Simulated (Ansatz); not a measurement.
Cost and result up the ladder for SnHMe2F (C2H7FSn) (11 atoms). Charge 0, multiplicity 1. Geometry: PBE0-D4/def2-SVP.

```
atom   x (Å)   y (Å)   z (Å)
 Sn1  -0.557  -0.270   0.446
  H2  -1.368  -1.731   0.845
  C3  -0.888   0.376  -1.566
  H4  -0.478  -0.360  -2.273
  H5  -0.391   1.343  -1.728
  H6  -1.965   0.489  -1.750
  C7   1.499  -0.237   1.039
  H8   1.584  -0.464   2.111
  H9   1.919   0.760   0.848
 H10   2.070  -0.983   0.468
 F11  -1.425   1.079   1.560
```

Ansatz on 4 threads of Arm Neoverse V1 on a shared host. Times are rough, and most runs start from the orbitals of an earlier one. r2SCAN0-D4/def2-TZVP serves as the yardstick here, not as an exact answer. Differences are given only for rows in sets of like size (and for xTB, whose basis is part of the method), since another set adds its own error. Binding counts from free atoms at the same level (Sn triplet, H doublet, C triplet, F doublet; other spins of the atoms weren't run), without zero-point energy or a counterpoise term.

In the def2 sets Sn takes a core potential, while STO-3G treats all electrons; there is no spin–orbit coupling. LC-ωPBE has ω = 0.4 bohr⁻¹. Correlated methods freeze 7 core orbitals; core or outer-core shells of Sn are correlated, in sets that lack core-valence functions.

Correlated methods converge slowly with the basis.

```json
{"level": "LC-ωPBE/def2-TZVP", "functions": "185", "binding energy per atom (eV)": "3.55", "difference from r2SCAN0-D4/def2-TZVP (eV)": "0.03"}
{"level": "PBE-D4/def2-TZVPD", "functions": "233", "binding energy per atom (eV)": "3.60", "difference from r2SCAN0-D4/def2-TZVP (eV)": "0.08"}
{"level": "PBE0-D4/def2-TZVPD", "functions": "233", "binding energy per atom (eV)": "3.55", "difference from r2SCAN0-D4/def2-TZVP (eV)": "0.03"}
{"level": "PBE-D4/def2-SVP", "functions": "103", "binding energy per atom (eV)": "3.59", "difference from r2SCAN0-D4/def2-TZVP (eV)": "–"}
{"level": "PBE-D4/def2-TZVP", "functions": "185", "binding energy per atom (eV)": "3.60", "difference from r2SCAN0-D4/def2-TZVP (eV)": "0.08"}
{"level": "HF/def2-TZVP", "functions": "185", "binding energy per atom (eV)": "2.64", "difference from r2SCAN0-D4/def2-TZVP (eV)": "-0.87"}
{"level": "B97M-V/def2-TZVP", "functions": "185", "binding energy per atom (eV)": "3.58", "difference from r2SCAN0-D4/def2-TZVP (eV)": "0.07"}
{"level": "r2SCAN-D4/def2-TZVPD", "functions": "233", "binding energy per atom (eV)": "3.56", "difference from r2SCAN0-D4/def2-TZVP (eV)": "0.05"}
{"level": "r2SCANh-D4/def2-TZVP", "functions": "185", "binding energy per atom (eV)": "3.54", "difference from r2SCAN0-D4/def2-TZVP (eV)": "0.03"}
{"level": "CCSD(T)/def2-TZVP", "functions": "185", "binding energy per atom (eV)": "3.45", "difference from r2SCAN0-D4/def2-TZVP (eV)": "-0.07"}
{"level": "r2SCAN0-D4/def2-TZVP (with forces)", "functions": "185", "binding energy per atom (eV)": "3.51", "difference from r2SCAN0-D4/def2-TZVP (eV)": "0.00"}
{"level": "PBE0-D4/def2-TZVP", "functions": "185", "binding energy per atom (eV)": "3.55", "difference from r2SCAN0-D4/def2-TZVP (eV)": "0.03"}
{"level": "PBE0-D4/def2-SVP", "functions": "103", "binding energy per atom (eV)": "3.54", "difference from r2SCAN0-D4/def2-TZVP (eV)": "–"}
{"level": "HF/STO-3G", "functions": "49", "binding energy per atom (eV)": "3.47", "difference from r2SCAN0-D4/def2-TZVP (eV)": "–"}
```

**Question.** Estimate how long each takes.

**Answer.** HF/STO-3G 0.25 s; PBE-D4/def2-SVP 0.8 s; HF/def2-TZVP 1.1 s; PBE0-D4/def2-SVP 1.1 s; PBE-D4/def2-TZVP 1.5 s; LC-ωPBE/def2-TZVP 1.9 s; PBE0-D4/def2-TZVP 2 s; PBE-D4/def2-TZVPD 2.3 s; PBE0-D4/def2-TZVPD 3.1 s; r2SCANh-D4/def2-TZVP 3.6 s; r2SCAN-D4/def2-TZVPD 4.7 s; r2SCAN0-D4/def2-TZVP (with forces) 4.7 s; B97M-V/def2-TZVP 7 s; CCSD(T)/def2-TZVP 75 s. On shared hardware such times vary by a factor of up to 3.
